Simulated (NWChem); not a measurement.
Extrapolating the CCSD correlation energy of CH3Li

SMILES: [Li][CH3]
```xyz
5

Li     0.9287    -1.2907     0.0000
C     -0.2231     0.3101     0.0000
H     -0.8949     0.3739     0.8799
H     -0.8949     0.3739    -0.8799
H      0.3422     1.2640     0.0000
```
Charge 0, spin multiplicity 1.

The numbers come from NWChem runs, not from measurements. The geometry was optimised at PBE0/def2-SVP, a minimum by its harmonic frequencies.

The correlated methods keep 1 core orbital frozen. The structure started from a generated list of species. Coupled-cluster values serve here as a point of comparison, not as the truth.

Worked example. The CCSD correlation energy is -188.90 mHa in cc-pVDZ and -238.27 mHa in cc-pVTZ. The form E(X) = E∞ + A/X³ turns the pair into an estimate of the basis-set limit.

E∞ = (3³·(-238.27) − 2³·(-188.90))/(3³ − 2³) = -259.1 mHa. The larger basis holds 92 % of that. This is a two-point estimate, and a rough one from so small a pair.
